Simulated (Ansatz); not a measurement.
Start from `C[SiH](O)[GaH2]` and change one atom or group to get `C[SiH](O)[GeH2][OH]`.

Ansatz, PBE0-D4/def2-TZVP geometries, multiplicity 1. Each molecule was computed in one conformer, which needn't be the lowest.

Scalar relativity is left out up to krypton.

| property | `C[SiH](O)[GaH2]` |
| --- | --- |
| LUMO energy (PBE0/def2-TZVPP) / eV | -1.98 |
| HOMO energy (ωB97M-V/def2-TZVPP) / eV | -9.19 |
| HOMO energy (PBE/def2-TZVPP) / eV | -6.07 |
| HOMO–LUMO gap (PBE/def2-TZVPP) / eV | 3.28 |
| size of the dipole moment (PBE/def2-TZVPP) / D | 1.87 |
| size of the dipole moment (B3LYP/def2-TZVPP) / D | 1.91 |

(1) What does the change do to each property? (Estimate.)

Answers

(1) Ansatz gave: 
```
                                        property  `C[SiH](O)[GeH2][OH]`  shift
              LUMO energy (PBE0/def2-TZVPP) / eV                  -0.46   1.52
           HOMO energy (ωB97M-V/def2-TZVPP) / eV                  -9.47  -0.28
               HOMO energy (PBE/def2-TZVPP) / eV                  -6.08  -0.01
             HOMO–LUMO gap (PBE/def2-TZVPP) / eV                   4.77   1.49
  size of the dipole moment (PBE/def2-TZVPP) / D                   2.51   0.64
size of the dipole moment (B3LYP/def2-TZVPP) / D                   2.66   0.75
```

With PBE0 the HOMO falls by 0.21 eV and the LUMO rises by 1.52 eV, so the gap widens by about 1.73 eV. PBE moves the HOMO by -0.01 eV and ωB97M-V by -0.28 eV. Dipoles are sizes alone; their direction can turn.

B3LYP here is the variant with VWN-RPA as its local correlation; programs differ in this.
